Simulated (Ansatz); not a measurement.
Computed with Ansatz on PBE0-D4/def2-TZVP structures; ΔE is electronic, products minus reactants. CCSD(T)/CBS adds triple-zeta CCSD(T) − MP2 to the extrapolated MP2 energy (def2 sets, frozen cores). This one scheme is used for every species, atoms too. DFT in def2-TZVPP. B3LYP here is the variant with VWN-RPA as its local correlation; programs differ in this. HSE06 is defined as in plane-wave codes. No spin–orbit coupling; open shells (•) take unrestricted orbitals. Spin–orbit coupling would lower the free atoms: a little for Al, C, F, O. One conformer a species, not always the lowest.

Consider the atomization: `O[C](F)(F)[AlH2]` → Al• + C• + 2 F• + 3 H• + O•.

| level | ΔE (kJ/mol) | difference from CCSD(T)/CBS |
| --- | --- | --- |
| LDA (SPW92) | 3214.2 | 509.8 |
| PBE-D4 | 2780.5 | 76.1 |
| revPBE-D4 | 2684.5 | -19.9 |
| BLYP-D4 | 2708.5 | 4.1 |
| r2SCAN-D4 | 2713.5 | 9.1 |
| B97M-V | 2715.0 | 10.6 |
| PBE0-D4 | 2684.0 | -20.4 |
| B3LYP-D4 | 2682.8 | -21.6 |
| r2SCANh-D4 | 2679.0 | -25.4 |
| HSE06-D4 | 2686.9 | -17.5 |
| BHLYP-D4 | 2553.1 | -151.3 |
| CAM-B3LYP-D4 | 2718.3 | 13.9 |
| ωB97X-V | 2716.1 | 11.7 |
| ωB97M-V | 2713.7 | 9.3 |
| B2PLYP | 2661.7 | -42.7 |
| PBE | 2767.9 | 63.5 |
| revPBE | 2643.4 | -61.0 |
| BLYP | 2680.2 | -24.2 |
| r2SCAN | 2710.5 | 6.1 |
| PBE0 | 2673.5 | -30.9 |
| B3LYP | 2662.4 | -42.0 |
| r2SCAN0 | 2626.2 | -78.2 |
| HSE06 | 2677.1 | -27.3 |
| BHLYP | 2537.9 | -166.5 |
| CAM-B3LYP | 2707.7 | 3.3 |
| LC-ωPBE | 2711.2 | 6.8 |
| HF/def2-SVP | 1860.6 | -843.8 |
| MP2/def2-SVP | 2618.7 | -85.7 |
| CCSD/def2-SVP | 2510.6 | -193.8 |
| CCSD(T)/def2-SVP | 2542.1 | -162.3 |
| HF/def2-TZVPP | 1828.8 | -875.6 |
| MP2/def2-TZVPP | 2709.8 | 5.4 |
| SCS-MP2/def2-TZVPP | 2665.0 | -39.4 |
| CCSD/def2-TZVPP | 2566.6 | -137.8 |
| CCSD(T)/def2-TZVPP | 2619.0 | -85.4 |
| HF/def2-QZVPP | 1833.2 | -871.2 |
| MP2/def2-QZVPP | 2760.3 | 55.9 |
| SCS-MP2/def2-QZVPP | 2719.7 | 15.3 |
| HF/CBS(def2) | 1833.9 | -870.5 |
| CCSD/CBS(def2) | 2652.0 | -52.4 |
| CCSD(T)/CBS | 2704.4 | 0 |

Largest T1 diagnostic among the species: 0.018.

Leaving LDA and LC-ωPBE aside and taking each functional with its dispersion term where it has one, the values spread over 227.4 kJ/mol, from BHLYP-D4 to PBE-D4. LDA lies +446.3 kJ/mol from PBE without D4, its usual overbinding. The D4 term adds +20.4 kJ/mol with B3LYP and +10.5 kJ/mol with PBE0; it sums over pairs of atoms, weighted by their polarisabilities, and B3LYP, whose exchange is more repulsive, gets the larger term.

For atomizations the MP2-based limit and the directly extrapolated one differ by several kJ/mol either way, and by 10 to 25 for some Ge, Se and Sn compounds, so smaller differences from it don't rank the levels.
